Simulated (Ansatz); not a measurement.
`[OH][Ti]([SH])([Cl])[Cl]` + CH₄ → `[CH3][Ti]([OH])([Cl])[Cl]` + H₂S  (formal exchange of groups at a Ti–S bond)

Computed with Ansatz on PBE0-D4/def2-TZVP structures; ΔE is electronic, products minus reactants. CCSD(T)/CBS adds triple-zeta CCSD(T) − MP2 to the extrapolated MP2 energy (def2 sets, frozen cores). This one scheme is used for every species. DFT in def2-TZVPP. B3LYP here is the variant with VWN-RPA as its local correlation; programs differ in this. HSE06 is defined as in plane-wave codes. For Ti outer-core shells are correlated without core-valence functions, which leaves a few kJ/mol of doubt a bond. Scalar relativity is left out up to krypton. One conformer a species, not always the lowest.

`[OH][Ti]([SH])([Cl])[Cl]`:

Cartesian coordinates in Å:
```
O -0.704 -1.581 -0.059
Ti 0.227 -0.117 0.123
S -1.256 1.546 -0.297
Cl 1.037 0.101 2.148
Cl 1.862 -0.021 -1.326
H -0.856 -2.406 -0.520
H -0.309 2.478 -0.069
```

CH₄:

Z-matrix (Å, degrees):
```
C
H 1 1.090
H 1 1.090 2 109.5
H 1 1.090 2 109.5 3 -120.0
H 1 1.090 2 109.5 3 120.0
```

`[CH3][Ti]([OH])([Cl])[Cl]`:

Z-matrix (Å, degrees):
```
C
Ti 1 2.035
H 1 1.094 2 108.7
H 1 1.094 2 108.7 3 119.6
H 1 1.093 2 109.1 3 -120.2
O 2 1.753 1 105.0 3 -59.8
Cl 2 2.196 1 105.9 3 59.9
Cl 2 2.196 1 105.9 3 -179.7
H 6 0.956 2 152.5 1 -179.1
```

H₂S:

Cartesian coordinates in Å:
```
S 0.467 -0.364 -0.183
H -0.596 0.169 -0.805
H 0.129 0.194 0.988
```

```json
{"level": "r2SCAN-D4", "ΔE (kcal/mol)": "31.7", "difference from CCSD(T)/CBS": "3.1"}
{"level": "B97M-V", "ΔE (kcal/mol)": "31.4", "difference from CCSD(T)/CBS": "2.8"}
{"level": "r2SCANh-D4", "ΔE (kcal/mol)": "30.9", "difference from CCSD(T)/CBS": "2.3"}
{"level": "r2SCAN0-D4", "ΔE (kcal/mol)": "29.8", "difference from CCSD(T)/CBS": "1.2"}
{"level": "ωB97M-V", "ΔE (kcal/mol)": "27.5", "difference from CCSD(T)/CBS": "-1.1"}
{"level": "PBE", "ΔE (kcal/mol)": "31.7", "difference from CCSD(T)/CBS": "3.1"}
{"level": "r2SCAN", "ΔE (kcal/mol)": "31.7", "difference from CCSD(T)/CBS": "3.1"}
{"level": "B3LYP", "ΔE (kcal/mol)": "29.7", "difference from CCSD(T)/CBS": "1.1"}
{"level": "HSE06", "ΔE (kcal/mol)": "29.8", "difference from CCSD(T)/CBS": "1.2"}
{"level": "BHLYP", "ΔE (kcal/mol)": "27.4", "difference from CCSD(T)/CBS": "-1.2"}
{"level": "RPA@PBE/def2-TZVPP", "ΔE (kcal/mol)": "29.0", "difference from CCSD(T)/CBS": "0.4"}
{"level": "MP2/def2-SVP", "ΔE (kcal/mol)": "35.2", "difference from CCSD(T)/CBS": "6.6"}
{"level": "CCSD/def2-SVP", "ΔE (kcal/mol)": "26.9", "difference from CCSD(T)/CBS": "-1.7"}
{"level": "HF/def2-TZVPP", "ΔE (kcal/mol)": "24.6", "difference from CCSD(T)/CBS": "-4.0"}
{"level": "CCSD/def2-TZVPP", "ΔE (kcal/mol)": "25.9", "difference from CCSD(T)/CBS": "-2.7"}
{"level": "SCS-MP2/def2-QZVPP", "ΔE (kcal/mol)": "29.2", "difference from CCSD(T)/CBS": "0.6"}
{"level": "CCSD(T)/CBS", "ΔE (kcal/mol)": "28.6", "difference from CCSD(T)/CBS": "0"}
```

Largest T1 diagnostic among the species: 0.026, so the coupled-cluster value is less sure than usual.

At CCSD(T), def2-SVP lies +2.7 kcal/mol from the extrapolated value and def2-TZVPP +0.8 kcal/mol. From r2SCAN to r2SCAN0 (25 % exact exchange), in def2-TZVPP and without D4, ΔE moves by −1.9 kcal/mol.
